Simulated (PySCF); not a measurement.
Cr¹⁰⁺ (chromium, charge +10) across methods

[Ne] 3s2 3p2, high-spin 3P determinant. Calculation: PySCF 2.14, in an even-tempered Gaussian basis (19 s from 0.49 bohr⁻², ratio 2.5; 12 p from 0.64 bohr⁻², ratio 2.5; 5 d from 3.8 bohr⁻², ratio 2.7; 4 f from 5.7 bohr⁻², ratio 2.7); the spin-free X2C one-electron Hamiltonian (Gaussian nucleus).

```tsv
method	E (hartree)	mean ε 3s α (eV)	mean ε 3s β (eV)	mean ε 3p α (eV)	Σ⟨r²⟩ (bohr²)	⟨S²⟩
UHF	-1011.11350	-304.27	-290.42	-269.32	3.572	2.003
PBE0	-1011.532	-291.44	-283.77	-259.74	3.562	2.001
LDA	-1009.341	-286.34	-281.11	-255.89	3.563	2.000
r2SCAN	-1011.679	-288.64	-281.14	-257.32	3.566	2.002
revPBE	-1011.651	-286.84	-280.82	-256.23	3.560	2.001
M06-2X	-1011.800	-295.06	-286.58	-263.02	3.562	2.002
PBE	-1011.489	-286.78	-280.95	-256.20	3.560	2.001
```
